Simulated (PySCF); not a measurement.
## `InChI=1S/C6H5BClF/c8-2-1-5-3-6(9)4-7-5/h1-4,7H/b2-1-`

Cartesian coordinates in Å; atom numbers follow the order of the lines, from 1:
```xyz
14

F    -3.184    0.515    1.179
C    -2.077    0.232    0.481
C    -2.030   -0.140   -0.809
B    -0.551   -0.536   -1.041
C     0.210    0.022    0.249
C     1.609    0.089    0.565
C     2.614    0.087   -0.316
Cl    2.390    0.058   -2.014
C    -0.768    0.328    1.132
H    -2.913   -0.262   -1.411
H    -0.170   -1.349   -1.781
H     1.875    0.176    1.611
H     3.651    0.129   -0.021
H    -0.657    0.652    2.154
```

Method used: PySCF 2.14.0, GIAO PBE0/pcSseg-1 magnetisability, rotational g tensor and spin-rotation constants, non-relativistic, gas phase. Geometry: GFN2-xTB.

Question: Give the nuclear spin-rotation constants along the inertial axes (H = +C I·J) beside the isotropic shieldings.

Answer: Rotational constants 4.0087, 0.6767, 0.5891 GHz. A star marks the isotopologue with that one atom substituted, in its own axes.
```csv
atom,isotope,Caa (kHz),Cbb (kHz),Ccc (kHz),mean (kHz),σ (ppm)
F1,19F,6.353,1.253,0.290,2.632,242.5
B4,11B,1.350,0.283,0.158,0.597,28.4
Cl8,35Cl,1.503,0.129,0.133,0.588,701.3
H10,1H,-0.192,0.031,-0.079,-0.080,26.7
H11,1H,-0.114,-0.008,-0.019,-0.047,24.1
H12,1H,-0.387,0.072,-0.072,-0.129,25.1
H13,1H,0.061,-0.021,-0.063,-0.008,25.4
H14,1H,-0.370,0.068,-0.080,-0.127,25.8
C2,13C*,2.290,0.239,0.185,0.905,-10.8
C3,13C*,1.483,0.223,0.082,0.596,78.0
C5,13C*,1.714,0.335,0.078,0.709,31.6
C6,13C*,1.293,0.330,0.089,0.571,50.6
C7,13C*,1.296,0.302,0.116,0.572,48.7
C9,13C*,1.314,0.326,0.117,0.586,40.9
```
For the geometry as given, no vibrational averaging.
